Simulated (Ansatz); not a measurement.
Start from `[NH2][Sc]([OH])[Cl]` and change one atom or group to get `C[O][Sc]([OH])[Cl]`.

Ansatz, PBE0-D4/def2-TZVP geometries, multiplicity 1. Each molecule was computed in one conformer, which needn't be the lowest.

Scalar relativity is left out up to krypton.

| property | `[NH2][Sc]([OH])[Cl]` |
| --- | --- |
| HOMO energy (PBE/def2-TZVPP) / eV | -6.11 |
| size of the dipole moment (B3LYP/def2-TZVPP) / D | 2.84 |
| HOMO–LUMO gap (PBE0/def2-TZVPP) / eV | 5.63 |
| HOMO energy (PBE0/def2-TZVPP) / eV | -7.44 |
| LUMO energy (ωB97M-V/def2-TZVPP) / eV | -0.25 |
| LUMO energy (PBE/def2-TZVPP) / eV | -2.73 |

Task: What does the change do to each property? (An estimate is asked.)

Result: Ansatz gave: 
| property | `C[O][Sc]([OH])[Cl]` | shift |
| --- | --- | --- |
| HOMO energy (PBE/def2-TZVPP) / eV | -6.62 | -0.51 |
| size of the dipole moment (B3LYP/def2-TZVPP) / D | 3.62 | 0.78 |
| HOMO–LUMO gap (PBE0/def2-TZVPP) / eV | 6.18 | 0.55 |
| HOMO energy (PBE0/def2-TZVPP) / eV | -8.10 | -0.66 |
| LUMO energy (ωB97M-V/def2-TZVPP) / eV | -0.37 | -0.12 |
| LUMO energy (PBE/def2-TZVPP) / eV | -2.85 | -0.12 |

With PBE0 the HOMO falls by 0.66 eV and the LUMO falls by 0.12 eV, so the gap widens by about 0.54 eV. PBE moves the HOMO by -0.51 eV and ωB97M-V by -0.61 eV. The zero-point energy changes by 43.8 kJ/mol with +6 modes. Dipoles are sizes alone; their direction can turn.

B3LYP here is the variant with VWN-RPA as its local correlation; programs differ in this.
